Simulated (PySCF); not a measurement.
# Excitation energies in several basis sets

HBr.
SMILES with atom numbers: `[BrH:1]` (hydrogens: H2 on Br1)

TDDFT with PBE0 (PySCF), vertical singlets, core orbitals frozen in the response, spherical d and f functions. Geometry: PBE0-D3(BJ)/def2-SVP; no solvent, vibrations or thermal averaging. The PBE0/6-31G* calculation is non-relativistic and has no spin–orbit coupling, an omission that weighs most on bromine.

```json
{"basis": "6-31G*", "functions": "34", "diffuse": "no", "S1 (eV)": "7.08", "S2 (eV)": "7.08", "S3 (eV)": "12.77", "S4 (eV)": "13.71", "S5 (eV)": "13.71", "LUMO (eV)": "0.16", "α (au)": "13.7"}
{"basis": "def2-SVP", "functions": "37", "diffuse": "no", "S1 (eV)": "6.94", "S2 (eV)": "6.94", "S3 (eV)": "12.19", "S4 (eV)": "14.70", "S5 (eV)": "14.70", "LUMO (eV)": "0.15", "α (au)": "13.8"}
{"basis": "aug-cc-pVDZ", "functions": "45", "diffuse": "yes", "S1 (eV)": "6.61", "S2 (eV)": "6.61", "S3 (eV)": "8.62", "S4 (eV)": "8.62", "S5 (eV)": "9.25", "LUMO (eV)": "-0.66", "α (au)": "22.3"}
{"basis": "def2-SVPD", "functions": "49", "diffuse": "yes", "S1 (eV)": "6.72", "S2 (eV)": "6.72", "S3 (eV)": "8.83", "S4 (eV)": "8.83", "S5 (eV)": "9.17", "LUMO (eV)": "-0.43", "α (au)": "24.0"}
{"basis": "def2-TZVP", "functions": "54", "diffuse": "no", "S1 (eV)": "6.84", "S2 (eV)": "6.84", "S3 (eV)": "11.52", "S4 (eV)": "11.73", "S5 (eV)": "11.73", "LUMO (eV)": "-0.18", "α (au)": "18.4"}
{"basis": "def2-TZVPD", "functions": "66", "diffuse": "yes", "S1 (eV)": "6.68", "S2 (eV)": "6.68", "S3 (eV)": "8.71", "S4 (eV)": "8.71", "S5 (eV)": "8.81", "LUMO (eV)": "-0.49", "α (au)": "24.3"}
{"basis": "aug-cc-pVTZ", "functions": "82", "diffuse": "yes", "S1 (eV)": "6.61", "S2 (eV)": "6.61", "S3 (eV)": "8.36", "S4 (eV)": "8.36", "S5 (eV)": "8.94", "LUMO (eV)": "-0.66", "α (au)": "24.0"}
```

**Question.** How much do these states and the polarisability depend on the basis?

**Answer.** States are compared by their number. Against the largest diffuse basis here (aug-cc-pVTZ, itself not a converged limit), sets without diffuse functions differ by up to 0.47 eV in S1 and 5.76 eV in S5; the smaller diffuse sets differ by up to 0.11 and 0.31 eV. State by state, the largest deviation of a set without diffuse functions is S1 0.47, S2 0.47, S3 4.41, S4 6.34, S5 5.76 eV. The same number needn't mean the same state in each row. Against aug-cc-pVTZ the polarisability deviates by -43% in 6-31G*, -43% in def2-SVP, -7% in aug-cc-pVDZ, 0% in def2-SVPD, -23% in def2-TZVP, +1% in def2-TZVPD.
